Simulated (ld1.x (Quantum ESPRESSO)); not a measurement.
What one change does to a pseudopotential (Mo (Z = 42), TM semilocal)

ld1.x (Quantum ESPRESSO) 7.5 input, shortened:

```
&input
   title='Mo', zed=42., rel=1, dft='PBE', iswitch=3,
   config='[Kr] 4d5 5s1 5p0'
 /
 &inputp
   pseudotype=1, tm=.true., lloc=0,
   nlcc=.false.
 /
3
5P  2  1   0.00   0.00  3.35  3.35  0.0
4D  3  2   5.00   0.00  2.10  2.10  0.0
5S  1  0   1.00   0.00  2.60  2.60  0.0
 &test
   configts(1)='4d5 5s1 5p0'
 /
```

Change: reference 4d5 5s0 5p1.

Cutoffs: the cutoffs (Ry, on a coarse ladder) from which the occupation-weighted sum of valence levels, in a spherical-Bessel basis at the reference potential, stays within 10 and 1 mRy of its value at 400 Ry; they do not see the model core or the augmentation charge, which bear on the density cutoff. Errors are all-electron minus pseudo energies relative to the spin-unpolarised reference configuration.

**Question.** What does the change do?

**Answer.** The potential gets neither clearly harder nor softer (35 Ry and 45 Ry → 35 Ry and 45 Ry); neither file shows a bound ghost. A semilocal file is local in each channel, so a ghost entry of none says nothing of the separable form that plane-wave codes build from it.

```csv
quantity,base,changed
"cutoff, loose",35 Ry,35 Ry
"cutoff, tight",45 Ry,45 Ry
bound ghosts,none,none
"largest error over its own tests, meV",+74,+52
s: phases at 3.65 bohr within 0.05 rad from the reference energy up to (Ry; the scan ends near 5),1.4,1.3
p: phases at 3.65 bohr within 0.05 rad from the reference energy up to (Ry; the scan ends near 5),1.8,1.7
d: phases at 3.65 bohr within 0.05 rad from the reference energy up to (Ry; the scan ends near 5),4.3,4.2
```
